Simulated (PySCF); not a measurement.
BFCl2, SMILES ClB(F)Cl. Coordinates come from a ωB97X-D3(BJ)/def2-SVP optimisation.

TDDFT-B3LYP/def2-SVPD in PySCF puts the lowest singlet excitations at 6.43, 7.32, 7.49, 8.01, 8.36, 8.42 eV.

### Question
What are the lowest excitation roots from PySCF with ADC(2)/aug-cc-pVDZ? (Estimate from the structure and the level; the computed values follow.)

### Answer
7.19, 8.02, 8.21, 8.50, 8.83, 8.97 eV. S1 differs by 0.76 eV (second minus first; roots are paired by order, and the bases may differ).
